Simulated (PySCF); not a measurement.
Mo(S)2(Br)(OH) (BrHMoOS2), SMILES [OH][Mo](=[S])(=[S])[Br], multiplicity 1.

The structure is a stationary point at B3LYP-D3(BJ)/def2-SVP. A frequency run showed that this geometry is not a minimum. The multiplicity is an assumed one; other spin states were not compared. The def2 effective core potentials stand for the cores of Mo; spin–orbit coupling is left out. Other conformers were not sampled.

Method: TDDFT-B3LYP/def2-SVPD run with PySCF 2.14.0.

Vertical excitations. Gas-phase values at a fixed geometry. State labels are in the subgroup Cs.

Computed excitation energies, oscillator strengths and character:
| state | symmetry | energy (eV) | λ (nm) | f | main pairs |
|---|---|---|---|---|---|
| S1 | A' | 2.43 | 510 | 0.001 | HOMO→LUMO+1 97 % |
| S2 | A" | 2.48 | 500 | 0.010 | HOMO→LUMO 91 % |
| S3 | A" | 2.98 | 417 | 0.001 | HOMO−1→LUMO 96 % |
| S4 | A" | 3.15 | 393 | 0.001 | HOMO→LUMO+2 89 % |
| S5 | A' | 3.26 | 380 | 0.006 | HOMO−2→LUMO 92 % |
| S6 | A' | 3.51 | 353 | 0.013 | HOMO−1→LUMO+1 80 % |
| S7 | A" | 3.65 | 339 | 0.005 | HOMO−2→LUMO+1 66 %, HOMO→LUMO+3 20 %, HOMO−1→LUMO+2 11 % |
| S8 | A" | 3.89 | 319 | 0.000 | HOMO−1→LUMO+2 67 %, HOMO→LUMO+3 32 % |
| S9 | A' | 3.97 | 312 | 0.002 | HOMO−3→LUMO 52 %, HOMO−2→LUMO+2 29 %, HOMO→LUMO+4 10 % |
| S10 | A" | 4.01 | 309 | 0.000 | HOMO−4→LUMO 90 % |
| T1 | A" | 1.91 | 648 | 0 | HOMO→LUMO 95 % |
| T2 | A' | 2.17 | 572 | 0 | HOMO→LUMO+1 97 % |
| T3 | A' | 2.66 | 467 | 0 | HOMO−1→LUMO+1 82 % |
| T4 | A" | 2.73 | 455 | 0 | HOMO−1→LUMO 83 % |
Triplets are in the Tamm–Dancoff approximation, which puts them higher than full response would, so one can lie above its singlet here.
